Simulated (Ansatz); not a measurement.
Total energies of C3H6OSi (`C#COC[SiH3]`).

```xyz
11

C     0.9639    2.3903    0.3990
C     0.9118    1.4239   -0.3103
O     0.8808    0.3940   -1.0873
C    -0.3101   -0.4219   -0.9829
Si   -0.4729   -1.3328    0.6766
H     1.0259    3.2448    1.0272
H    -1.1869    0.2025   -1.1835
H    -0.2218   -1.1448   -1.7956
H    -0.7052   -0.3882    1.7943
H     0.7564   -2.1264    0.9241
H    -1.6420   -2.2414    0.5385
```

Total charge 0; spin multiplicity 1. All single points use the PBE0-D4/def2-TZVP geometry. It is one conformer, not always the lowest. Basis def2-TZVPP, Ansatz.

RPA on PBE orbitals: Hartree–Fock energy of these orbitals -480.81076 Eh, correlation -1.37657 Eh (frozen core).

| functional | energy without D4 (Eh) | D4 term (kJ/mol) |
| --- | --- | --- |
| LDA (SPW92) | -479.81058 | – |
| PBE | -482.22474 | -21.2 |
| revPBE | -482.49641 | -66.3 |
| BLYP | -482.55013 | -46.7 |
| r2SCAN | -482.47576 | -5.4 |
| B97M-V | -482.51812 | – |
| B3LYP | -482.64468 | -34.0 |
| r2SCAN0 | -482.44577 | -6.3 |
| CAM-B3LYP | -482.53093 | -18.2 |
| LC-ωPBE | -482.39203 | – |
| ωB97X-V | -482.50808 | – |
| ωB97M-V | -482.51427 | – |
| B2PLYP | -482.33975 | – |
| PBE-QIDH | -482.14720 | – |

Task: Give the same for PBE0, r2SCANh, HSE06 (plane-wave form), BHLYP. (An estimate is asked.)

Result: The calculation gave: 
| functional | energy without D4 (Eh) | D4 term (kJ/mol) |
| --- | --- | --- |
| PBE0 | -482.26328 | -18.0 |
| r2SCANh | -482.46329 | -5.7 |
| HSE06 (plane-wave form) | -482.24630 | -16.7 |
| BHLYP | -482.50381 | -25.1 |

B3LYP takes the VWN-RPA correlation (the form of Gaussian; ORCA's B3LYP/G). HSE06 is the plane-wave form, built on full-range PBE exchange. The double hybrids freeze the cores in their second-order part.

LC-ωPBE has ω = 0.4 bohr⁻¹.
